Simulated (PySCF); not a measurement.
# Adding and removing an electron: NaSe

PBE0; Na def2-SVP, Se def2-SVP; no relativity (PySCF 2.14). Neutral (UKS): doublet (π ↑), Re = 2.604 Å, ωe = 272 cm⁻¹, De = 2.35 eV, HOMO -4.73 eV, LUMO -2.41 eV.

NaSe⁺ (UKS): triplet (π ↑↑), Re = 2.997 Å, ωe = 147 cm⁻¹, De = 0.64 eV to Na⁺ + Se. The energies at the minima are -2563.11265 hartree for NaSe and -2562.85789 for NaSe⁺.

**Question.** Work out the adiabatic ionisation energy, without and with harmonic zero-point energies (1 hartree = 27.2114 eV, 1 eV = 8065.5 cm⁻¹), and the change of the bond length.

**Answer.** At PBE0: 0.25476 hartree = 6.932 eV between the minima; the zero-point term (147.0 − 272.0)/2 cm⁻¹ = -0.008 eV makes it 6.925 eV. Re changes by +39.3 pm against the neutral. The electron leaves a π orbital, and the ion is left as a loose complex of an ion and an atom.

Spin–orbit coupling is left out. For an ion De counts to the pair picked by the measured ionisation energies or electron affinities, which need not be the lowest pair at this level. States were picked by a PBE0 search and need not be the measured ground states.
